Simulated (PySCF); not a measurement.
Dipole response of Re (rhenium, neutral)

[Xe] 4f14 5d5 6s2, high-spin 6S determinant. Computed with PySCF 2.14 in aug-cc-pVTZ-PP with one added diffuse shell each of s, p, d, f, g type with ECP60MDF (7s7p6d4f3g, 113 functions), with a scalar-relativistic core potential. Coupled (time-dependent) response in atomic units; α is the mean over directions.

```
method  mean α (bohr³)  C₆ (like pair)  S(−4)
 M06-L           64.28           778.0   1432
```

S(−4) is the Cauchy moment in α(ω) = α(0) + S(−4) ω² + …

Reference α: 62 ± 3 bohr³ (recommended; Schwerdtfeger and Nagle, table of static dipole polarizabilities (2023 update)). Published C₆: 663.0 (Gould and Bucko (2016)).

α(iu) at M06-L:

| u (hartree) | α(iu) (bohr³) |
| --- | --- |
| 0 | 64.28 |
| 0.0500 | 60.94 |
| 0.100 | 53.10 |
| 0.200 | 36.74 |
| 0.300 | 25.86 |
| 0.500 | 15.05 |
| 0.750 | 9.371 |
| 1.00 | 6.576 |
| 1.50 | 3.867 |
| 2.00 | 2.575 |
| 3.00 | 1.378 |
| 5.00 | 0.5750 |

A single London oscillator, α(iu) = α/(1 + u²/ω²), gives C₆ = (3/4) ω α². Matching the computed C₆ needs ω = 4 × 778.0 / (3 × 64.28²) = 0.251 hartree.

Energies and moments cover only the electrons outside the core potential. Spin-orbit coupling, which splits the p, d and f shells strongly at this Z, is absent.
